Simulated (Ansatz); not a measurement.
Program: Ansatz. Geometries: PBE0-D4/def2-TZVP. ΔE: electronic, gas phase. CCSD(T)/CBS adds triple-zeta CCSD(T) − MP2 to the extrapolated MP2 energy (def2 sets, frozen cores). This one scheme is used for every species. Functionals use def2-TZVPP. B3LYP here is the variant with VWN-RPA as its local correlation; programs differ in this. Each species was taken in one conformer, which may not be the lowest.

`BN[SiH]([SiH3])S` + H₂O → `BO` + `N[SiH]([SiH3])S`  (formal hydrolysis of a B–N bond)

`BN[SiH]([SiH3])S`:

Cartesian coordinates in Å:
```
B 0.338 2.028 0.252
N 0.096 0.993 1.160
Si 0.001 -0.710 0.786
Si 0.520 -1.076 -1.462
S -1.923 -1.527 1.253
H 0.511 1.757 -0.904
H 0.369 3.163 0.629
H -0.067 1.252 2.124
H 0.883 -1.470 1.711
H 0.534 -2.549 -1.667
H -0.537 -0.483 -2.324
H 1.844 -0.520 -1.843
H -2.570 -0.857 0.284
```

H₂O:

Cartesian coordinates in Å:
```
O 0.194 -0.029 -0.336
H 0.562 0.032 0.548
H -0.757 -0.003 -0.212
```

`BO`:

```xyz
5

B    -0.343   -0.224    0.096
O     0.935   -0.027   -0.281
H    -0.715   -1.358    0.170
H    -1.060    0.709    0.341
H     1.184    0.900   -0.325
```

`N[SiH]([SiH3])S`:

Z-matrix (Å, degrees):
```
Si
Si 1 2.339
S 1 2.161 2 107.6
N 1 1.713 2 110.4 3 120.9
H 1 1.487 2 112.3 3 -120.7
H 2 1.488 1 112.1 3 168.7
H 2 1.489 1 109.6 3 47.9
H 2 1.489 1 109.2 3 -70.7
H 3 1.344 1 94.9 2 -47.7
H 4 1.007 1 120.7 2 -53.7
H 4 1.007 1 120.1 2 159.7
```

```json
{"level": "r2SCAN-D4", "ΔE (kcal/mol)": "-0.2"}
{"level": "r2SCAN", "ΔE (kcal/mol)": "-0.6"}
{"level": "B3LYP", "ΔE (kcal/mol)": "-2.0"}
{"level": "CCSD/CBS(def2)", "ΔE (kcal/mol)": "0.7"}
```

(1) What does CCSD(T)/CBS give? (An estimate is asked.)

Largest T1 diagnostic among the species: 0.014.

Results:

(1) Ansatz gave: +1.2 kcal/mol. The listed levels differ from it by -1.4, -1.8, -3.2, -0.5 kcal/mol.

In def2-TZVPP, CCSD(T) changes the Hartree–Fock value by +4.0 kcal/mol (the triples alone add +0.6 kcal/mol) and MP2 by +4.4 kcal/mol. The D4 term adds +1.9 kcal/mol with B3LYP and +1.1 kcal/mol with PBE0; it sums over pairs of atoms, weighted by their polarisabilities, and B3LYP, whose exchange is more repulsive, gets the larger term.
